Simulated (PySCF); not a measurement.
**Structure and specific rotation at 589.3 nm (origin-invariant length gauge)**

Computed, not measured: PySCF, TDDFT CAM-B3LYP/def2-SVPD circular dichroism and optical rotation, one conformer, gas phase. Geometry: GFN2-xTB.

Each molecule in one low-energy conformer. The parent is CC[Si@@H]1C[SiH2][C@@H]1C.

The molecule is flexible and this is one conformer; a measurement averages over conformers.

(1) How does the specific rotation at 589.3 nm (origin-invariant length gauge) change along this series?
- CC[Si@@H]1C[SiH2][C@@H]1C (base)
- CC[Si@H]1C[SiH2][C@@H]1C (diastereomer)

## Answers

(1) 
```
                 molecule  [α]589 (deg dm⁻¹ (g/mL)⁻¹)  S1 (eV)  R(S1), velocity form (10⁻⁴⁰ esu² cm²)
CC[Si@@H]1C[SiH2][C@@H]1C                      -144.6     6.30                                  +28.6
 CC[Si@H]1C[SiH2][C@@H]1C                      +166.7     6.29                                   -7.7
```
The specific rotation at 589.3 nm (origin-invariant length gauge) is lowest for CC[Si@@H]1C[SiH2][C@@H]1C and highest for CC[Si@H]1C[SiH2][C@@H]1C.
